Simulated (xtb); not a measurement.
xtb input:

```bash
xtb mol.xyz --gfn 2 --sp --chrg 0 --uhf 0
```
mol.xyz:
```
10

C      0.00079133     1.31838480     0.25090871
C     -1.14803330     0.29356487     0.21813347
S     -0.00082143    -1.02849276    -0.37741339
C      1.14874706     0.29267735     0.21555319
H      0.00201726     1.98981929     1.11119910
H      0.00000531     1.92193042    -0.65634690
H     -1.96942924     0.50863668    -0.46145987
H     -1.54453009     0.05090772     1.20350364
H      1.96877993     0.50711489    -0.46588418
H      1.54726917     0.04971300     1.20003021
```

Predict the final energy.

-12.70358 Eh (GFN2-xTB).
